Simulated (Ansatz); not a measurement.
```yaml
crystal:
  periodic: [false, false, false]
  atoms:
    - {symbol: Cu, position_ang: [-1.729883, -0.493045, -0.467951]}
    - {symbol: Cu, position_ang: [1.490311, -0.887183, 0.514743]}
    - {symbol: Cu, position_ang: [0.421408, -0.839925, -1.603751]}
    - {symbol: Cu, position_ang: [-0.597206, -0.550739, 1.616914]}
    - {symbol: Cu, position_ang: [-0.356687, -2.346626, 0.041042]}
    - {symbol: Cu, position_ang: [1.214045, 1.179072, -0.640269]}
    - {symbol: Cu, position_ang: [-0.823802, 1.144134, -1.909977]}
    - {symbol: Cu, position_ang: [-0.873480, 1.515593, 0.461857]}
    - {symbol: Te, position_ang: [1.255314, 1.278729, 1.987401]}
basis:
  gaussian: {orbitals: def2-TZVP}
total_charge: -1
magnetization: {spin_polarized: true, initial_magnetization: 1}
hamiltonian: {xc: pbe0, dispersion: d4}
scf: {omitted_lower_state_checks: [starts]}
output: {orbitals: {seedname: orbitals}}
```

```sh
$ ansatz run in.yaml --threads 4 --pin off --events-out ev --progress --plain --max-ram 6963MiB
```

**Question.** Does this run fit into the memory that it is given?

**Answer.** No. It has 410 basis functions, and Ansatz plans for 11 GiB where 7 GiB are given.
